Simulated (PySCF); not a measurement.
**SMILES FB(F)[C@H]1CC[C@@H]1F, C4H6BF3**

Molfile (atoms numbered from 1):
```
C4H6BF3
     RDKit          3D

 14 14  0  0  0  0  0  0  0  0999 V2000
    2.2289   -1.2885   -0.5961 F   0  0  0  0  0  0  0  0  0  0  0  0
    1.9644   -0.3263    0.2648 B   0  0  0  0  0  0  0  0  0  0  0  0
    3.0196    0.1221    0.9087 F   0  0  0  0  0  0  0  0  0  0  0  0
    0.5091    0.2446    0.4571 C   0  0  1  0  0  0  0  0  0  0  0  0
   -0.1925    0.8604   -0.7884 C   0  0  0  0  0  0  0  0  0  0  0  0
   -1.4805    0.1052   -0.4314 C   0  0  0  0  0  0  0  0  0  0  0  0
   -0.6696   -0.7552    0.5384 C   0  0  2  0  0  0  0  0  0  0  0  0
   -1.2058   -0.8941    1.7921 F   0  0  0  0  0  0  0  0  0  0  0  0
    0.4466    0.9313    1.3027 H   0  0  0  0  0  0  0  0  0  0  0  0
   -0.2508    1.9449   -0.7977 H   0  0  0  0  0  0  0  0  0  0  0  0
    0.2486    0.5136   -1.7199 H   0  0  0  0  0  0  0  0  0  0  0  0
   -1.9846   -0.4199   -1.2381 H   0  0  0  0  0  0  0  0  0  0  0  0
   -2.1982    0.7232    0.1030 H   0  0  0  0  0  0  0  0  0  0  0  0
   -0.4358   -1.7617    0.1825 H   0  0  0  0  0  0  0  0  0  0  0  0
  1  2  1  0
  2  3  1  0
  2  4  1  0
  4  5  1  0
  5  6  1  0
  6  7  1  0
  7  8  1  0
  7  4  1  0
  4  9  1  1
  5 10  1  0
  5 11  1  0
  6 12  1  0
  6 13  1  0
  7 14  1  6
M  END
```

Computed, not measured: TDDFT LC-wPBE/def2-SVPD circular dichroism and optical rotation, one conformer, gas phase (PySCF 2.14.0). Geometry: GFN2-xTB.

The molecule is flexible and this is one conformer; a measurement averages over conformers.

Stereocentres: C4 S, C7 S.

Problem. What is the specific rotation at 633, 589.3, 546, 436, 405, 365, 355 nm?

Solution. [α] in deg dm⁻¹ (g/mL)⁻¹:
```tsv
λ (nm)	origin-invariant length gauge	modified velocity gauge	length gauge (centre of mass)	isotropic polarisability (au)
633	+28.3	+28.1	+26.5	57.5
589.3	+33.0	+32.7	+30.9	57.6
546	+38.9	+38.5	+36.5	57.8
436	+64.0	+63.4	+60.0	58.5
405	+75.7	+75.0	+71.1	58.8
365	+96.6	+95.7	+90.7	59.4
355	+103.2	+102.2	+97.0	59.5
```

Problem. And for the mirror image at 589.3 nm?

Solution. -33.0 deg dm⁻¹ (g/mL)⁻¹ (origin-invariant length gauge): the same size and the opposite sign.

Problem. What is the molar rotation [Φ] = [α]·M/100 of the geometry above at 589.3 nm?

Solution. With M = 121.90 g/mol, +40.2 deg cm² dmol⁻¹ (origin-invariant length gauge).

The first excitation lies at 7.88 eV (157 nm) with R = -6.9 × 10⁻⁴⁰ esu² cm² (velocity form).
